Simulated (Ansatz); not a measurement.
Computed with Ansatz on PBE0-D4/def2-TZVP structures; ΔE is electronic, products minus reactants. CCSD(T)/CBS adds triple-zeta CCSD(T) − MP2 to the extrapolated MP2 energy (def2 sets, frozen cores). This one scheme is used for every species. DFT in def2-TZVPP. Each species was taken in one conformer, which may not be the lowest.

Reaction (hydrogenolysis of a B–C bond): `BCCBC` + H₂ → `BCCB` + CH₄

```csv
species,revPBE energy (Eh)
`BCCBC`,-170.00511
H₂,-1.17659
`BCCB`,-130.67878
CH₄,-40.51893
```

Q: Work out ΔE.

A: ΔE = (-130.67878) + (-40.51893) − (-170.00511) − (-1.17659) = -0.01601 Eh = -42.0 kJ/mol. CCSD(T)/CBS gives -32.5 kJ/mol.

Largest T1 diagnostic among the species: 0.011.

In def2-TZVPP, CCSD(T) changes the Hartree–Fock value by −26.8 kJ/mol (the triples alone add −4.4 kJ/mol) and MP2 by −33.2 kJ/mol. The D4 term adds +5.1 kJ/mol with B3LYP and +3.2 kJ/mol with PBE0; it sums over pairs of atoms, weighted by their polarisabilities, and B3LYP, whose exchange is more repulsive, gets the larger term.

B3LYP here is the variant with VWN-RPA as its local correlation; programs differ in this.
